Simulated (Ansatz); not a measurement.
Results of the Gaussian-basis code of Ansatz.

A structure relaxed at PBE0-D4/def2-TZVP, charge 0, multiplicity 1:

```xyz
15

C    -1.1469    0.2008    1.1494
C     0.2279    0.7711    0.7602
Al    0.2161    2.6131    0.1394
Al    1.2617   -0.3858   -0.4209
Si    0.1713   -2.3858   -1.3506
H    -1.1032   -0.8460    1.4677
H    -1.8419    0.2417    0.3065
H    -1.6165    0.7572    1.9661
H     0.9190    0.8266    1.6233
H     1.5470    3.4796    0.1961
H    -1.1243    3.2343   -0.4512
H     2.7746   -0.0123   -0.7511
H    -0.2137   -3.3320   -0.2614
H    -1.0908   -2.0195   -2.0593
H     1.0196   -3.1428   -2.3140
```

**Question.** Give its formula and SMILES.

**Answer.** C2H10Al2Si, `C[CH]([AlH2])[AlH][SiH3]`.

**Question.** Point group (tolerance 0.08 Å, 0.16 Å for H)?

**Answer.** C1.

**Question.** Summarise the bond lengths by kind.

**Answer.** 1 × C–C 1.538 Å; 4 × C–H 1.093 to 1.107 Å; 2 × Al–C 1.944 to 1.950 Å; 3 × Al–H 1.589 to 1.593 Å; 1 × Al–Si 2.460 Å; 3 × H–Si 1.490 to 1.493 Å.
